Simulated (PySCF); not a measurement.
Worked example: entropy of an ideal gas

H₂O₂S₂, SMILES S(SO)O.

Geometry optimised at PBE-D3(BJ)/def2-SVP. One conformer was computed; it need not be the lowest.

PBE-D3(BJ)/def2-SVP (PySCF) gives the harmonic wavenumbers 151, 241, 266, 384, 400, 512, 675, 697, 1086, 1115, 3644, 3647 cm⁻¹ and the rotational temperatures 0.5012, 0.1256, 0.1162 K. The molar mass is 98.13 g/mol, the symmetry number 2, the spin multiplicity 1.

Task: Work out the entropy at 298.15 K and 1 atm in the rigid-rotor, harmonic-oscillator model.

Result: 
Translation (Sackur–Tetrode at 1 atm): S = R[1.5 ln M + 2.5 ln T − 1.16487] = 165.9 J/(mol K).
Rotation: q = (√π/σ) T^1.5/√(θA θB θC) = 53300, S = R[ln q + 3/2] = 103.0 J/(mol K).
Vibration: with u = 1.4388 ν/T, each mode gives R[u/(e^u − 1) − ln(1 − e^−u)]:
```
ν (cm⁻¹)  modes     u  S (J/(mol K))
--------  -----  ----  -------------
151           1  0.73          11.13
241           1  1.16           7.51
266           1  1.28           6.79
384           1  1.85           4.28
400           1  1.93           4.03
512           1  2.47           2.63
675           1  3.26           1.41
697           1  3.36           1.30
1086          1  5.24           0.28
1115          1  5.38           0.25
```
The stiffer modes add less than 0.005 each. Sum 39.6 J/(mol K).
Spin: R ln 1 = 0.0 J/(mol K).
Total 308.5 J/(mol K); the program's own thermochemistry gives 308.5. Translation makes up 54 % and vibration 13 %. Anharmonicity, hindered rotation and orbital degeneracy are left out.
